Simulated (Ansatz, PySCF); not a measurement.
Complex: HF (SMILES F) (first 2 atoms) with CH2F2 (SMILES FCF); geometry from B3LYP-D3(BJ)/def2-TZVP, rigid monomers moved along the line of their centres of mass till H2···F3 is 1.66 Å.
(charge 0, multiplicity 1):
```xyz
7

F     -0.127     0.096    -0.064
H      0.193     0.624     0.634
F      0.742     0.878     2.177
C      0.375    -0.201     2.961
F     -0.727     0.149     3.661
H      1.195    -0.400     3.650
H      0.137    -1.032     2.297
```

Counterpoise-corrected where a basis set is named; no monomer relaxation.

Rows in 6-31G* carry no dispersion term and start afresh at each structure (6-31G* with six Cartesian d functions). MP2/6-31G* freezes PySCF's default core.

The values were computed with Ansatz (a program for electronic structure) with Gaussian orbitals; PySCF for 6-31G* rows, the dispersion terms. 

Task: What is the computed interaction energy (HF/6-31G*)?

Result: -1.9 kcal/mol
